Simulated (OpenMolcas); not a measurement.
Ru5+ (d3) among equal point charges was computed by CASSCF with the d shell active (OpenMolcas, ANO-RCC-VDZP on the metal). Its lowest spin-free states, and all those of the highest spin:

```tsv
2S+1	Degeneracy	E (cm-1)
4	3	0.0
4	3	3654
4	1	8031
2	2	14472
2	3	17342
2	3	17459
4	3	17854
2	1	19824
2	3	21896
2	3	23532
2	3	23887
2	2	25332
```

Problem. Is the site octahedral, tetrahedral or cube-like, axial, or of lower symmetry?

Solution. The states with 2S+1 = 4 have orbital degeneracies 3, 3, 1, 3. Threefold states need a cubic site. For d3 at this spin an octahedron puts the single A2 below the threefold T2 and a tetrahedron or cube puts the threefold T1 below the threefold T2, so the site is a tetrahedron or a cube, which this pattern cannot tell apart. The run had Ru5+ among 4 point charges of -1.5 e arranged as a tetrahedron (Td), 1.68 Å from the ion.

An orbital triplet at a regular site is open to Jahn-Teller coupling, which can distort the site and quench the lowest spin-orbit gaps and is left out. Without dynamic correlation the repulsion within the d shell is too large (B by tens of per cent), so at a given field states of lower spin stand too high. Point charges give a weaker field than real ligands, and real ions of this kind are as a rule low spin; the high spin found here belongs to the model. Point charges carry no covalency, so the field is a model and not that of real ligands. No measured value stands beside these numbers.
